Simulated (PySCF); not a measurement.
**RuO₄: how level, basis and relativity move the structure**

Each row is its own optimisation.

Each entry is the lowest minimum that a search over a few typed start shapes (and spin states, where more than one is plausible) found, or that minimum re-optimised at the stated level; isomers with ligand–ligand bonds, or fragments after loss of a ligand pair, can lie lower. Open shells are unrestricted; no spin–orbit coupling; PySCF with density fitting.

```
                                                level  2S+1  point group  mean bond to Ru (Å)  atomisation (kJ/mol)  highest ω (cm⁻¹)  gap (eV)  polar-tensor charge of Ru
  PBE0/def2-SVP (scalar-relativistic core potentials)     1           Td                1.664                  1717              1023      5.42                       2.03
B3LYP/def2-TZVP (scalar-relativistic core potentials)     1           Td                1.679                  1771               994      4.83                       1.97
  PBE/def2-TZVP (scalar-relativistic core potentials)     1           Td                1.694                  2188               958      3.15                       1.72
 PBE0/def2-TZVP (scalar-relativistic core potentials)     1           Td                1.663                  1728              1028      5.44                       2.07
```

Across these levels the mean bond spreads over 0.031 Å and the highest wavenumber over 70 cm⁻¹; all give the same point group.

Levels that gave another bonding pattern or an unsound solution are left out.
